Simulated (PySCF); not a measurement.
## Working out the ionisation energy of Kr⁺

Kr⁺ [Ar] 3d10 4s2 4p5 (2P) → Kr²⁺ [Ar] 3d10 4s2 4p4 (3P). Computed with PySCF 2.14 in x2c-SVPall, with scalar relativity by spin-free X2C-1e. Frozen: [Ar] 3d10. Energies in hartree (1 hartree = 27.21139 eV):

```
            part   Kr⁺ (lower)  Kr²⁺ (upper)
             UHF  -2787.203873  -2786.343666
CCSD correlation     -0.115077     -0.095174
             (T)     -0.001271     -0.001047
```

**Question.** What does Hartree-Fock give?

**Answer.** (-2786.343666) − (-2787.203873) = 0.860207 hartree = 23.407 eV.

**Question.** What do CCSD and CCSD(T) give?

**Answer.** The CCSD correlation energies differ by 0.019903 hartree = 0.542 eV and the triples by 0.000224 hartree = 0.006 eV, so CCSD gives 23.949 eV and CCSD(T) 23.955 eV.

Reference: 24.360 eV (measured; NIST Atomic Spectra Database, ionization energies), between the lowest levels; spin-orbit coupling is absent from the calculation.

A double-zeta basis recovers only part of the correlation energy.

What remains against the reference includes basis incompleteness, the frozen core and higher excitations.
